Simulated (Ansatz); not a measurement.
# Cost against result

Saddle point of SiH2O2F2, closed shell (SiH₂O₂F₂ ([OH][Si]([OH])([F])[F]) → SiOF₂ ([O][Si]([F])[F]) + H₂O (still joined by a long Si–O bond); bonds formed: O2–H4; bonds broken: O3–H4; bonds weakened to dative contacts: Si1–O2), PBE0-D4/def2-TZVP structure:

| atom | x (Å) | y (Å) | z (Å) |
| --- | --- | --- | --- |
| Si1 | -0.4936 | 0.0500 | 0.5003 |
| O2 | 0.9827 | -0.2388 | -0.5101 |
| O3 | -1.2882 | -0.8073 | -0.5066 |
| H4 | 0.1560 | -0.7155 | -1.0387 |
| F5 | -0.6034 | 1.6214 | 0.5891 |
| F6 | -0.1283 | -0.4108 | 1.9563 |
| H7 | 1.3748 | 0.5010 | -0.9902 |

Barriers are electronic and count from the start structure reached by relaxing down the imaginary mode.

Ansatz 0.2.0; basis: as named in each row; cores frozen in the correlated methods. B3LYP uses VWN-RPA correlation. Extrapolation: Hartree–Fock as exp(−7.88 √X), correlation as X^−2.97.

Times are rough, for one single point on 4 threads of a shared host (Arm Neoverse V2).

The estimate by CCSD(T) at an estimated basis limit (MP2 extrapolated from triple and quadruple zeta, plus CCSD(T) − MP2 in triple zeta) is 2.488 eV.

```json
{"method": "HF", "basis": "STO-3G", "time (s)": "under 1", "barrier (eV)": "3.811", "method less estimate": "1.323"}
{"method": "PBE-D4", "basis": "STO-3G", "time (s)": "under 1", "barrier (eV)": "1.551", "method less estimate": "-0.937"}
{"method": "SPW92", "basis": "def2-SVP", "time (s)": "under 1", "barrier (eV)": "1.930", "method less estimate": "-0.558"}
{"method": "PBE-D4", "basis": "def2-SVP", "time (s)": "under 1", "barrier (eV)": "2.034", "method less estimate": "-0.454"}
{"method": "B3LYP-D4", "basis": "6-31G", "time (s)": "under 1", "barrier (eV)": "2.352", "method less estimate": "-0.137"}
{"method": "PBE0-D4", "basis": "def2-SVP", "time (s)": "under 1", "barrier (eV)": "2.297", "method less estimate": "-0.191"}
{"method": "SPW92", "basis": "def2-TZVPP", "time (s)": "under 1", "barrier (eV)": "2.043", "method less estimate": "-0.445"}
{"method": "PBE-D4", "basis": "def2-TZVPP", "time (s)": "under 1", "barrier (eV)": "2.149", "method less estimate": "-0.340"}
{"method": "BLYP-D4", "basis": "def2-TZVPP", "time (s)": "1", "barrier (eV)": "2.246", "method less estimate": "-0.242"}
{"method": "BHLYP-D4", "basis": "def2-TZVPP", "time (s)": "1", "barrier (eV)": "2.679", "method less estimate": "0.191"}
{"method": "PBE0-D4", "basis": "def2-TZVPP", "time (s)": "2", "barrier (eV)": "2.383", "method less estimate": "-0.105"}
{"method": "B3LYP-D4", "basis": "def2-TZVPP", "time (s)": "2", "barrier (eV)": "2.427", "method less estimate": "-0.062"}
{"method": "CAM-B3LYP-D4", "basis": "def2-TZVPP", "time (s)": "2", "barrier (eV)": "2.472", "method less estimate": "-0.017"}
{"method": "CCSD(T)", "basis": "def2-SVP", "time (s)": "2", "barrier (eV)": "2.426", "method less estimate": "-0.063"}
{"method": "r2SCAN-D4", "basis": "def2-TZVPP", "time (s)": "2", "barrier (eV)": "2.349", "method less estimate": "-0.139"}
{"method": "wB97M-V", "basis": "def2-SVP", "time (s)": "2", "barrier (eV)": "2.331", "method less estimate": "-0.158"}
{"method": "r2SCAN0-D4", "basis": "def2-TZVPP", "time (s)": "2", "barrier (eV)": "2.503", "method less estimate": "0.014"}
{"method": "B2PLYP", "basis": "def2-TZVPP", "time (s)": "2", "barrier (eV)": "2.430", "method less estimate": "-0.058"}
{"method": "RPA on PBE", "basis": "def2-TZVPP", "time (s)": "2", "barrier (eV)": "2.424", "method less estimate": "-0.064"}
{"method": "PBE-QIDH", "basis": "def2-TZVPP", "time (s)": "3", "barrier (eV)": "2.487", "method less estimate": "-0.001"}
{"method": "wB97X-V", "basis": "def2-TZVPP", "time (s)": "4", "barrier (eV)": "2.457", "method less estimate": "-0.031"}
{"method": "B97M-V", "basis": "def2-TZVPP", "time (s)": "4", "barrier (eV)": "2.466", "method less estimate": "-0.023"}
{"method": "wB97M-V", "basis": "def2-TZVPP", "time (s)": "4", "barrier (eV)": "2.422", "method less estimate": "-0.066"}
{"method": "MP2", "basis": "def2-QZVPP", "time (s)": "8", "barrier (eV)": "2.421", "method less estimate": "-0.068"}
{"method": "CCSD(T)", "basis": "def2-TZVPP", "time (s)": "46", "barrier (eV)": "2.478", "method less estimate": "-0.010"}
```

All methods are single points on the PBE0-D4 structures.

No T1 diagnostic of these runs exceeds 0.014.

Labels in which every atom is bracketed show which atoms are joined, not bond orders.
